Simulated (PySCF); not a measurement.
# Simulated absorption spectrum

Species: C₆H₁₁BO₂.
Bonds: C1–C2, C2–C3, C2–C4, C4–C5 (double), C5–O6, O6–B7, B7–O8, O8–C9 (double), C4–C9. Hydrogens: H10, H11, H12 on C1; H13 on C2; H14, H15, H16 on C3; H17 on C5; H18, H19 on B7; H20 on C9.

Method used: PySCF, TDDFT CAM-B3LYP/def2-SVPD, vertical, gas phase, core orbitals frozen in the response. Isolated species at its PBE0-D3(BJ)/def2-SVP geometry (one conformer only). Torsions of this conformer, `[CH3:1][CH:2]([CH3:3])[C:4]1=[CH:5][O:6][BH2-:7][O+:8]=[CH:9]1`: C1–C2–C4–C5 -106°.

Broadening: Gaussians 0.5 eV wide at half height, area fixed by f = 4.319×10⁻⁹ ∫ε dν̃. The cross-section is σ = 3.8235×10⁻²¹ ε cm², given in Mb (10⁻¹⁸ cm²). The width is an assumption, not a result. The curve ends short of the highest state used, and states not computed would add to its high-energy end.

E (eV), σ (Mb) and a bar:
```
     3.05       0.02 
     3.16       0.10 
     3.27       0.40 #
     3.38       1.27 ##
     3.49       3.08 ######
     3.60       5.69 ###########
     3.71       8.04 ###############
     3.82       8.68 #################
     3.93       7.17 ##############
     4.04       4.53 #########
     4.15       2.19 ####
     4.26       0.81 ##
     4.37       0.23 
     4.48       0.07 
     4.59       0.07 
     4.71       0.14 
     4.82       0.25 
     4.93       0.43 #
     5.04       0.90 ##
     5.15       2.25 ####
     5.26       5.20 ##########
     5.37       9.71 ###################
     5.48      14.05 ###########################
     5.59      15.58 ##############################
     5.70      13.22 #########################
     5.81       8.58 #################
     5.92       4.27 ########
     6.03       1.66 ###
     6.14       0.67 #
     6.25       0.79 #
     6.36       1.83 ###
     6.48       3.94 ########
     6.59       6.29 ############
     6.70       8.25 ################
     6.81       9.83 ###################
     6.92      12.61 ########################
```

(1) Where are the band maxima, and which computed states make them?

(2) On this curve, what absorbance would a 10⁻³ mol/L sample give at 222 nm over a 1 cm path?

(3) Coming from long wavelengths, where does ε first pass 100 L mol⁻¹ cm⁻¹?

Results:

(1) 327 nm (3.80 eV), ε about 2300, made up of S1 (100%); 222 nm (5.58 eV), ε about 4100, made up of S3 (100%) (ε in L mol⁻¹ cm⁻¹; maxima over ε = 5, shares over 10%). At its high-energy end, 6.92 eV, the curve is still rising (ε about 3300, from S5, S6, S7 and S8). The states used: S1 3.80 eV (f 0.042); S2 4.97 eV (f 0.0014); S3 5.58 eV (f 0.076); S4 6.50 eV (f 0.0005); S5 6.69 eV (f 0.021); S6 6.79 eV (f 0.016); S7 7.24 eV (f 0.074); S8 7.32 eV (f 0.064); S9 7.39 eV (f 0.013); S10 7.52 eV (f 0.0065).

(2) 222 nm is 5.585 eV, where ε is about 4100 L mol⁻¹ cm⁻¹, so A = ε c l ≈ 4.1 (Beer–Lambert, with the gas-phase spectrum and the assumed width).

(3) At about 380 nm (3.27 eV), 0.53 eV below S1.

The vertical ionisation energy (ΔSCF) is 8.99 eV, 1.47 eV above S10.

On one thread, Intel Xeon at 2.50 GHz (x86_64), no GPU, shared host, this took 8.9 min wall and 1.4 GiB of memory at its peak.
